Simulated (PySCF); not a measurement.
## Computed properties of BO, SMILES [B]=O

BO, SMILES [B]=O (connectivity only; charge and spin as stated), charge +1, multiplicity 1. The structure is a stationary point at r2SCAN-D4/def2-TZVPD. The multiplicity is an assumed one; other spin states were not compared. One conformer was computed; it need not be the lowest. All values are computed for the isolated molecule unless a solvent is named; none is compared with measurement here.

**Structure.** The optimised structure has C∞v symmetry. All 1 harmonic modes at r2SCAN-D4/def2-TZVPD (PySCF) are real, so it is a minimum.

**Vibrations.** The strongest infrared lines (harmonic, unscaled, degenerate partners summed) lie at 1929 cm⁻¹ (1 km/mol, B 60 %, O 40 %). The softest mode is at 1929 cm⁻¹ and the zero-point energy is 2.8 kcal/mol.

**Electronic structure.** B3LYP/def2-TZVPD (PySCF) places the frontier levels at -19.74 and -16.49 eV, a gap of 3.25 eV and a mean polarisability of 15.2 bohr³. PBE/def2-TZVPD (PySCF) at the same geometry gives -18.51 and -17.09 eV, so its gap is 1.83 eV narrower. An orbital gap is neither the optical nor the fundamental gap.

**Excitations.** TDDFT-ωB97X/def2-TZVPD (PySCF) has S1 at 1.99 eV (621 nm, f = 0.020, weak); the most intense of the 10 singlets computed lies at 13.01 eV (f = 0.73). Strengths of degenerate partners are summed. T1 (TDA) is at 1.59 eV. TDDFT-PBE/def2-TZVPD (PySCF) puts S1 at 1.55 eV.

**NMR.** GIAO shifts at HF/pcSseg-2 (PySCF) (non-relativistic, atoms alike by connectivity averaged): ¹¹B at 44.6 ppm against BF3.
